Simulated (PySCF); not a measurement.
FHSi, SMILES F[SiH] (connectivity only; charge and spin as stated), charge -1, multiplicity 2.

Geometry optimised at B3LYP-D3(BJ)/def2-TZVPD. The multiplicity is an assumed one; other spin states were not compared. The isomer is the one that the SMILES or the coordinates give; other isomers of the formula were not compared.

All values below come from SMD-B3LYP/def2-SVPD in PySCF.

Solvation free energies are E(SMD) − E(gas) at the gas-phase geometry, for 1 M in both phases.

Computed solvation free energies in water, tetrahydrofuran, ethanol:
| solvent | ΔG(solv) (kcal/mol) | its non-electrostatic (CDS) part |
|---|---|---|
| water | -57.7 | 1.5 |
| tetrahydrofuran | -52.0 | -0.2 |
| ethanol | -57.9 | -0.4 |
